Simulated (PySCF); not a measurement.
## Electron correlation in As²²⁺ (arsenic, charge +22)

[Ne] 3s1, 2S determinant. Computed with PySCF 2.14 in an uncontracted even-tempered set (18 s from 2.2 bohr⁻², ratio 2.5; 11 p from 2.9 bohr⁻², ratio 2.5; 5 d from 11 bohr⁻², ratio 2.7; 4 f from 17 bohr⁻², ratio 2.7), with the spin-free X2C one-electron Hamiltonian (Gaussian nucleus). Frozen: 1s2; 9 electrons correlated; the 19 highest virtual orbitals of each spin left out.

```
  level  correlation energy (mhartree)
   CCSD                        -320.75
    (T)                          -0.27
CCSD(T)                        -321.02
```

Diagnostics: T1 = 0.00022, D1 = 0.0008, largest double amplitude 0.004.

Cost of the coupled-cluster step: of the order of 23 core-seconds, for 9 correlated electrons.

At this charge the one-electron X2C treatment keeps the bare 1/r₁₂, with no two-electron picture change or Breit term. The effect here is smaller than on the frozen 1s shell; and a scalar Hamiltonian misses the large spin-orbit splitting of the p shells, which matters for ns² → np² pairs.
